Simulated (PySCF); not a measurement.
# Zr²⁺ (zirconium, charge +2) across methods

[Kr] 4d2, high-spin 3F determinant. All numbers are calculated (PySCF 2.14, the spin-free X2C one-electron Hamiltonian (Gaussian nucleus), in ANO-RCC-VTZP (7s6p4d2f1g, 68 functions)).

| method | E (hartree) | mean ε 4p α (eV) | mean ε 4p β (eV) | mean ε 4d α (eV) | Σ⟨r²⟩ (bohr²) | ⟨S²⟩ |
| --- | --- | --- | --- | --- | --- | --- |
| r2SCAN | -3597.42 | -48.180 | -46.805 | -18.518 | 30.14 | 2.002 |
| PW91 | -3597.69 | -47.425 | -46.228 | -18.349 | 30.30 | 2.001 |
| LDA | -3592.94 | -47.496 | -46.377 | -18.206 | 30.37 | 2.000 |
| PBE0 | -3597.11 | -49.915 | -48.293 | -19.639 | 30.15 | 2.002 |
| UHF | -3595.44633 | -56.491 | -53.450 | -23.019 | 30.15 | 2.005 |
| TPSSh | -3597.29 | -48.587 | -47.151 | -18.880 | 30.13 | 2.002 |
| PBE | -3597.03 | -47.356 | -46.146 | -18.295 | 30.31 | 2.001 |

Problem. Estimate the same row for revPBE.

Solution. E (hartree) = -3597.24; mean ε 4p α (eV) = -47.314; mean ε 4p β (eV) = -46.106; mean ε 4d α (eV) = -18.287; Σ⟨r²⟩ (bohr²) = 30.27; ⟨S²⟩ = 2.001.
